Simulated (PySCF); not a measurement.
# Correlation energy of I (iodine, neutral)

[Kr] 4d10 5s1 5p6, 2S determinant (an excited configuration). All numbers are calculated (PySCF 2.14, the non-relativistic Hamiltonian (point nucleus), in dyall-av2z). Frozen: [Kr] 4d10; 7 electrons correlated; the 62 highest virtual orbitals of each spin left out.

```
  level  correlation energy (mhartree)
   CCSD                        -217.47
    (T)                         -16.54
CCSD(T)                        -234.01
```

Diagnostics: T1 = 0.020, D1 = 0.0394, largest double amplitude 0.253.

A non-relativistic calculation at this Z misses sizeable relativistic shifts. A double-excitation amplitude exceeds 0.15, a sign of near-degeneracy.

Cost of the coupled-cluster step: of the order of 10 core-seconds, for 7 correlated electrons.
